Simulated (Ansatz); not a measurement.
Reaction (atomization): `C[NH][GeH2][OH]` → C• + Ge• + 7 H• + N• + O•

Program: Ansatz. Geometries: PBE0-D4/def2-TZVP. ΔE: electronic, gas phase. CBS: MP2 limit from def2 TZ/QZ plus the TZ coupled-cluster correction, frozen cores. This one scheme is used for every species, atoms too. Functionals use def2-TZVPP. Open shells (•) are unrestricted, without spin–orbit coupling. Spin–orbit coupling would lower the free atoms: a little for C, O; clearly for Ge. Bonds to Ge are less sure, by a few kJ/mol each and by 10 to 20 or more in all where they break to atoms, as the def2 sets lack core-valence functions. Scalar relativity is left out up to krypton. Each species was taken in one conformer, which may not be the lowest.

| species | ωB97X-V energy (Eh) |
| --- | --- |
| `C[NH][GeH2][OH]` | -2249.15086 |
| C• | -37.84659 |
| Ge• | -2076.71856 |
| H• | -0.50049 |
| N• | -54.58629 |
| O• | -75.06843 |

Task: Work out ΔE.

Result: ΔE = 7 × (-0.50049) + (-37.84659) + (-2076.71856) + (-54.58629) + (-75.06843) − (-2249.15086) = 1.42756 Eh = +895.8 kcal/mol. CCSD(T)/CBS gives +895.4 kcal/mol.

Largest T1 diagnostic among the species: 0.011.

From PBE to PBE0 (25 % exact exchange), in def2-TZVPP and without D4, ΔE moves by −16.3 kcal/mol: exact exchange takes away binding that semilocal exchange gives to molecules. In def2-TZVPP, CCSD(T) changes the Hartree–Fock value by +249.7 kcal/mol (the triples alone add +12.7 kcal/mol) and MP2 by +257.8 kcal/mol; breaking electron pairs costs correlation energy, which Hartree–Fock lacks.

For atomizations the MP2-based limit and the directly extrapolated one differ by several kJ/mol either way, and by 10 to 25 for some Ge, Se and Sn compounds, so smaller differences from it don't rank the levels.
